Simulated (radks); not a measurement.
Values are calculated unless marked as measured or tabulated.
Problem. The mean radii <r> (bohr) of the occupied orbitals of an atom or ion are listed with their occupations. Code: a radial shooting solver on a logarithmic mesh with Libxc functionals. Model: scalar-relativistic Kohn-Sham, PBE, spin-polarised, spherical densities, finite nucleus; Fermi nuclear charge, rms radius of each element as measured or else 0.836 A^(1/3) + 0.57 fm.

| orbital | occ. | <r> |
|---|---|---|
| 1s | 2 | 0.06645 |
| 2s | 2 | 0.3080 |
| 2p | 6 | 0.2740 |
| 3s | 2 | 0.9056 |
| 3p | 6 | 0.9426 |

Name the element and its charge. Open shells, if any, are filled with parallel spins first.

Solution. Z = 23, vanadium, charge +5: V5+ in [Ar]. The 1s radius gives Z: for a bare nucleus <r> = (2 gamma + 1)/(2Z) with gamma = sqrt(1 - (Z/c)^2), 0.0646 bohr for Z = 23, and screening makes it slightly larger (0.06645 here). The occupations add up to 18, and the charge is Z minus that.
